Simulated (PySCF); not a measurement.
CBr3, SMILES Br[C+](Br)Br, charge +1. Coordinates come from a PBE-D3(BJ)/def2-SVP optimisation.

Computed with PBE-D3(BJ)/def2-SVP run with PySCF.

Harmonic wavenumbers (cm⁻¹): 178, 178, 315, 424, 867, 867. Rotational constants (GHz): 1.265, 1.265, 0.6327; symmetry number 6.

Task: Work out the zero-point energy and the ideal-gas rigid-rotor harmonic-oscillator thermochemistry at 298.15 K and 1 atm.

Result: ZPE = ½ Σ hcν = ½ × 2830 cm⁻¹ = 4.05 kcal/mol. H − E(el) = 7.67 kcal/mol. Entropy in cal/(mol K): translation 42.47, rotation 26.58, vibration 7.22, total 76.27. G − E(el) = -15.07 kcal/mol. Cp = 15.84 cal/(mol K).
